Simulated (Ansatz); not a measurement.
## Nudged elastic band run: CH4FSb

Input file:

```yaml
crystal:
  periodic: [false, false, false]
  atoms:
    - { symbol: C, position_ang: [0.025358, 0.820427, -0.319243] }
    - { symbol: Sb, position_ang: [0.38096, -1.342376, -0.367832] }
    - { symbol: F, position_ang: [1.053247, -1.418626, 1.491079] }
    - { symbol: H, position_ang: [0.951175, 1.363934, -0.589984] }
    - { symbol: H, position_ang: [-0.279595, 1.086818, 0.711147] }
    - { symbol: H, position_ang: [-0.78328, 1.085716, -1.030212] }
    - { symbol: H, position_ang: [-1.286665, -1.663893, 0.059445] }
basis:
  gaussian: { orbitals: def2-SVP }
hamiltonian:
  xc: revpbe
  dispersion: d4
neb:
  order_check: false
  images: 5
  f_tol: 0.05
  max_iterations: 60
  final_atoms:
    - { symbol: C, position_ang: [-0.1054223, 0.85555486, -0.16481331] }
    - { symbol: Sb, position_ang: [-0.55703353, -1.0867528, 0.7459647] }
    - { symbol: F, position_ang: [1.33501607, -1.49337231, 1.15768112] }
    - { symbol: H, position_ang: [0.89009106, 0.77492559, -0.64240172] }
    - { symbol: H, position_ang: [-0.08791822, 1.64504057, 0.61047343] }
    - { symbol: H, position_ang: [-0.86902898, 1.10083822, -0.92985157] }
    - { symbol: H, position_ang: [-0.5445041, -1.86423413, -0.82265265] }
  initial_path:
    images:
      - { positions_ang: [[0.025358, 0.820427, -0.319243], [0.38096, -1.342376, -0.367832], [1.053247, -1.418626, 1.491079], [0.951175, 1.363934, -0.589984], [-0.279595, 1.086818, 0.711147], [-0.78328, 1.085716, -1.030212], [-1.286665, -1.663893, 0.059445]] }
      - { positions_ang: [[0.01187736, 0.78599961, -0.26682264], [0.25039007, -1.34568642, -0.15385128], [1.29796165, -1.34828617, 1.35184677], [0.98616472, 1.28976058, -0.49331197], [-0.37275972, 1.15758913, 0.67890275], [-0.72532776, 1.03483484, -1.06803637], [-1.38710632, -1.64221156, -0.09432727]] }
      - { positions_ang: [[-0.00160328, 0.75157221, -0.21440229], [0.11982013, -1.34899684, 0.06012945], [1.5426763, -1.27794635, 1.21261454], [1.02115444, 1.21558717, -0.39663994], [-0.46592444, 1.22836025, 0.6466585], [-0.66737552, 0.98395367, -1.10586074], [-1.48754763, -1.62053012, -0.24809953]] }
      - { positions_ang: [[-0.01508392, 0.71714482, -0.16198193], [-0.0107498, -1.35230726, 0.27411017], [1.78739094, -1.20760652, 1.07338232], [1.05614416, 1.14141375, -0.29996791], [-0.55908916, 1.29913138, 0.61441426], [-0.60942327, 0.93307251, -1.14368511], [-1.58798895, -1.59884868, -0.4018718]] }
      - { positions_ang: [[-0.04519671, 0.7632815, -0.16292572], [-0.19284438, -1.26378911, 0.43139501], [1.63659932, -1.30286179, 1.10148192], [1.00079313, 1.01925103, -0.41411251], [-0.40203218, 1.41443444, 0.61310065], [-0.69595851, 0.98899442, -1.07240726], [-1.24016067, -1.6873105, -0.54213208]] }
      - { positions_ang: [[-0.07530951, 0.80941818, -0.16386952], [-0.37493895, -1.17527095, 0.58867986], [1.48580769, -1.39811705, 1.12958152], [0.94544209, 0.89708831, -0.52825712], [-0.2449752, 1.5297375, 0.61178704], [-0.78249374, 1.04491632, -1.00112942], [-0.89233239, -1.77577232, -0.68239237]] }
      - { positions_ang: [[-0.1054223, 0.85555486, -0.16481331], [-0.55703353, -1.0867528, 0.7459647], [1.33501607, -1.49337231, 1.15768112], [0.89009106, 0.77492559, -0.64240172], [-0.08791822, 1.64504057, 0.61047343], [-0.86902898, 1.10083822, -0.92985157], [-0.5445041, -1.86423413, -0.82265265]] }
```

Run as:

```bash
$ ansatz run input.yaml --threads 1 --pin off --max-ram 2048MiB --backend cpu --events-out ev --progress --plain --runs-dir out
```

Output, in part (warnings, iteration lines, the closing report on the highest movable image, with atoms numbered from 0):

```
NEB end point (image 0): max|allowed force component| = 1.306e-2 eV/Å (the criterion of neb.relax_end_points is 1.000e-2)
NEB end point (image 6): max|allowed force component| = 3.815e-3 eV/Å (the criterion of neb.relax_end_points is 1.000e-2)
NEB iter   1: max|band force component| = 7.100e0 eV/Å  barrier→ = 2.9831 eV  barrier← = 2.9830 eV  Δτ_max = 0.1910 Å  (256 SCF iters)
NEB iter   2: max|band force component| = 1.695e0 eV/Å  barrier→ = 2.3892 eV  barrier← = 2.3891 eV  Δτ_max = 0.1898 Å  (175 SCF iters)
NEB iter   3: max|band force component| = 1.472e0 eV/Å  barrier→ = 2.0945 eV  barrier← = 2.0945 eV  Δτ_max = 0.0779 Å  (161 SCF iters)
NEB iter   4: max|band force component| = 9.192e-1 eV/Å  barrier→ = 1.9101 eV  barrier← = 1.9101 eV  Δτ_max = 0.1023 Å  (145 SCF iters)
NEB iter   5: max|band force component| = 1.698e0 eV/Å  barrier→ = 1.8565 eV  barrier← = 1.8564 eV  CI = image 3  Δτ_max = 0.1990 Å  (149 SCF iters)
NEB iter   6: max|band force component| = 7.351e-1 eV/Å  barrier→ = 2.3204 eV  barrier← = 2.3204 eV  CI = image 3  Δτ_max = 0.1587 Å  (157 SCF iters)
NEB iter   7: max|band force component| = 7.919e-1 eV/Å  barrier→ = 2.3389 eV  barrier← = 2.3389 eV  CI = image 3  Δτ_max = 0.0644 Å  (151 SCF iters)
NEB iter   8: max|band force component| = 1.570e-1 eV/Å  barrier→ = 2.3201 eV  barrier← = 2.3201 eV  CI = image 3  Δτ_max = 0.0414 Å  (153 SCF iters)
NEB iter   9: max|band force component| = 1.018e-1 eV/Å  barrier→ = 2.3158 eV  barrier← = 2.3158 eV  CI = image 3  Δτ_max = 0.0638 Å  (146 SCF iters)
NEB iter  10: max|band force component| = 7.255e-2 eV/Å  barrier→ = 2.3138 eV  barrier← = 2.3138 eV  CI = image 3  Δτ_max = 0.0796 Å  (146 SCF iters)
NEB iter  11: max|band force component| = 1.041e-1 eV/Å  barrier→ = 2.3109 eV  barrier← = 2.3109 eV  CI = image 3  Δτ_max = 0.0350 Å  (144 SCF iters)
NEB iter  12: max|band force component| = 1.065e-1 eV/Å  barrier→ = 2.3094 eV  barrier← = 2.3094 eV  CI = image 3  Δτ_max = 0.0175 Å  (147 SCF iters)
NEB iter  13: max|band force component| = 8.832e-2 eV/Å  barrier→ = 2.3087 eV  barrier← = 2.3087 eV  CI = image 3  Δτ_max = 0.0146 Å  (131 SCF iters)
NEB iter  14: max|band force component| = 7.590e-2 eV/Å  barrier→ = 2.3082 eV  barrier← = 2.3082 eV  CI = image 3  Δτ_max = 0.0155 Å  (135 SCF iters)
NEB iter  15: max|band force component| = 6.214e-2 eV/Å  barrier→ = 2.3078 eV  barrier← = 2.3078 eV  CI = image 3  Δτ_max = 0.0162 Å  (133 SCF iters)
NEB iter  16: max|band force component| = 4.596e-2 eV/Å  barrier→ = 2.3075 eV  barrier← = 2.3075 eV  CI = image 3  Δτ_max = 0.0142 Å  (131 SCF iters)
NEB iter  17: max|band force component| = 3.426e-2 eV/Å  barrier→ = 2.3073 eV  barrier← = 2.3073 eV  CI = image 3  Δτ_max = 0.0000 Å  (185 SCF iters)
Total energy: -10351.94345803 eV, -380.4269052832 hartree
Atom 0 at    -0.013533     0.680839    -0.169063 Å, force    -0.011610     0.007441     0.031974 eV/Å
Atom 1 at    -0.005851    -1.440030     0.297974 Å, force    -0.003467     0.002093    -0.002472 eV/Å
Atom 2 at     1.994703    -1.032241     0.854866 Å, force     0.001776    -0.001017    -0.001606 eV/Å
Atom 3 at     0.991801     1.090791     0.025898 Å, force     0.008412    -0.000040    -0.009218 eV/Å
Atom 4 at    -0.783579     1.167657     0.468205 Å, force    -0.000998    -0.005647    -0.007545 eV/Å
Atom 5 at    -0.333783     0.820900    -1.222325 Å, force     0.005439    -0.000126    -0.012127 eV/Å
Atom 6 at    -1.788557    -1.355915    -0.301155 Å, force     0.000447    -0.002704     0.000995 eV/Å
Dipole moment:    -0.304563     0.044747    -0.104727 e Å
```

The run converged. The band force fell under the threshold earlier too, but the program's further tests of the path sent the band on. Neighbouring images differ by up to 1.8 eV, so the band resolves the path poorly. A vibrational analysis at the climbing image gives one clearly imaginary mode, 937i cm⁻¹: a first-order saddle point.

Final band (atoms are numbered from 1 in the order of the input):

| image | path coordinate (Å) | energy (kJ/mol) | height of Sb2 over the plane of its neighbours (Å) |
| --- | --- | --- | --- |
| 0 | 0.00 | 0.0 | -1.06 |
| 1 | 0.80 | 1.9 | -1.04 |
| 2 | 1.61 | 74.9 | -0.78 |
| 3 | 2.41 | 222.6 | 0.00 |
| 4 | 3.37 | 50.4 | 0.86 |
| 5 | 4.33 | 2.2 | 1.05 |
| 6 | 5.29 | 0.0 | 1.06 |

Run time: 2.6 min on 1 CPU thread of a shared host.
